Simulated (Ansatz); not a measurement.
`[CH3][GeH]([NH2])[CH]=O` + `FBBr` → `[CH3][GeH]([NH2])[F]` + `O=CBBr`  (redistribution)

Computed with Ansatz on PBE0-D4/def2-TZVP structures; ΔE is electronic, products minus reactants. CCSD(T)/CBS is the MP2 limit (def2-TZVPP, def2-QZVPP) plus CCSD(T) − MP2 in def2-TZVPP, frozen cores. Functionals use def2-TZVPP. B3LYP here is the variant with VWN-RPA as its local correlation; programs differ in this. For Br, Ge outer-core shells are correlated without core-valence functions, which leaves a few kJ/mol of doubt a bond. Scalar relativity is left out up to krypton. Each species was taken in one conformer, which may not be the lowest.

`[CH3][GeH]([NH2])[CH]=O`:

Cartesian coordinates in Å:
```
C 0.792 -1.285 0.809
Ge -0.038 -0.145 -0.522
N -1.865 -0.152 -0.286
C 0.731 1.706 -0.316
O 1.660 1.941 0.412
H 1.877 -1.238 0.717
H 0.461 -2.316 0.681
H 0.519 -0.946 1.809
H 0.197 -0.601 -1.977
H -2.187 0.233 0.591
H -2.399 0.258 -1.038
H 0.251 2.545 -0.880
```

`FBBr`:

```xyz
4

F     0.481    0.349    1.239
B     0.135    0.104    0.001
Br   -1.353   -1.039   -0.334
H     0.737    0.585   -0.905
```

`[CH3][GeH]([NH2])[F]`:

Cartesian coordinates in Å:
```
C 1.149 -0.447 0.821
Ge 0.073 0.304 -0.596
N -1.660 -0.212 -0.414
F 0.223 2.046 -0.424
H 2.176 -0.092 0.737
H 0.752 -0.136 1.788
H 1.140 -1.536 0.767
H 0.515 0.016 -2.037
H -2.292 0.108 -1.134
H -2.075 -0.050 0.492
```

`O=CBBr`:

```xyz
6

O    -0.421    1.599   -0.647
C    -0.664    0.475   -0.269
B     0.511   -0.316    0.428
Br    1.237   -1.794   -0.504
H    -1.660    0.019   -0.468
H     0.996    0.016    1.460
```

```csv
level,ΔE (eV)
PBE-D4,0.50
PBE0-D4,0.49
B3LYP,0.47
HF/def2-QZVPP,0.38
```

Question: What does CCSD(T)/CBS give? (An estimate is asked.)

Answer: Ansatz gave: +0.45 eV. The listed levels differ from it by 0.05, 0.04, 0.02, -0.07 eV.

Largest T1 diagnostic among the species: 0.014.

In def2-TZVPP, CCSD(T) changes the Hartree–Fock value by +0.09 eV (the triples alone add +0.01 eV) and MP2 by +0.09 eV.
